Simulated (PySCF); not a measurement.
# Polarisability and C₆ of In (indium, neutral)

[Kr] 4d10 5s2 5p1, 2P determinant. Computed with PySCF 2.14 in aug-cc-pwCVTZ-DK3, with scalar relativity by spin-free X2C-1e. Coupled (time-dependent) response in atomic units; α is the mean over directions.

```tsv
method	mean α (bohr³)	α xx, yy, zz	C₆ (like pair)	S(−4)
M06-2X	67.10	54.47, 92.36, 54.47	667.0	2692
PW91	77.92	58.80, 116.2, 58.80	798.9	4282
```

S(−4) is the Cauchy moment in α(ω) = α(0) + S(−4) ω² + …

Reference α: 65 ± 4 bohr³ (recommended; Schwerdtfeger and Nagle, table of static dipole polarizabilities (2023 update)). Published C₆: 779.0 (Chu and Dalgarno (2004); Tang, Norbeck and Certain (1976)).

Spin-orbit coupling is absent.

α(iu) at PW91:

```json
{"u (hartree)": "0", "α(iu) (bohr³)": "77.92"}
{"u (hartree)": "0.0500", "α(iu) (bohr³)": "69.11"}
{"u (hartree)": "0.100", "α(iu) (bohr³)": "54.15"}
{"u (hartree)": "0.200", "α(iu) (bohr³)": "33.24"}
{"u (hartree)": "0.300", "α(iu) (bohr³)": "22.23"}
{"u (hartree)": "0.500", "α(iu) (bohr³)": "12.29"}
{"u (hartree)": "0.750", "α(iu) (bohr³)": "7.502"}
{"u (hartree)": "1.00", "α(iu) (bohr³)": "5.296"}
{"u (hartree)": "1.50", "α(iu) (bohr³)": "3.238"}
{"u (hartree)": "2.00", "α(iu) (bohr³)": "2.256"}
{"u (hartree)": "3.00", "α(iu) (bohr³)": "1.304"}
{"u (hartree)": "5.00", "α(iu) (bohr³)": "0.5997"}
```

A single London oscillator, α(iu) = α/(1 + u²/ω²), gives C₆ = (3/4) ω α². Matching the computed C₆ needs ω = 4 × 798.9 / (3 × 77.92²) = 0.175 hartree.

The components differ because the open shell of this determinant is not spherical; for a pure term their mean is the scalar polarisability.
